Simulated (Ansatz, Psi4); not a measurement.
## RbF: a line through the functionals

RbF has 2 atoms, charge 0, and is taken as a singlet. As SMILES, `[F][Rb]`. The coordinates come from a PBE0-D4/def2-TZVP relaxation.

The HOMO–LUMO gap y, in eV, basis def2-TZVP with a core potential; a is the functional's share of exact exchange. Programs: Ansatz 0.2.0, Psi4 1.11.

| functional | program | a | y (eV) |
| --- | --- | --- | --- |
| TPSS | Psi4 | 0 | 2.88 |
| r2SCAN | Psi4 | 0 | 3.57 |
| B3LYP | Psi4 | 0.2 | ? |
| PBE0 | Psi4 | 0.25 | 4.92 |
| r2SCAN0 | Ansatz | 0.25 | 5.54 |
| BHLYP | Psi4 | 0.5 | 6.99 |

Task: Fit y = c + s·a to the known rows and predict B3LYP.

Result: 
1. Means of the 5 rows: a = 0.2000, y = 4.780.
2. Σ(Δa)² = 0.175, Σ(Δa·Δy) = 1.33, so the slope is 1.33/0.175 = 7.6.
3. Intercept: 4.780 − (7.6) × 0.2000 = 3.260. The largest residual of the fit is 0.38.
4. B3LYP: 3.260 + (7.6) × 0.2 = 4.78 eV.

The run gave 4.42 eV, so the prediction is off by +0.36 eV, within the largest residual. Exact exchange lowers occupied levels and raises empty ones. The rows mix families of semi-local functionals, which the line can't see.
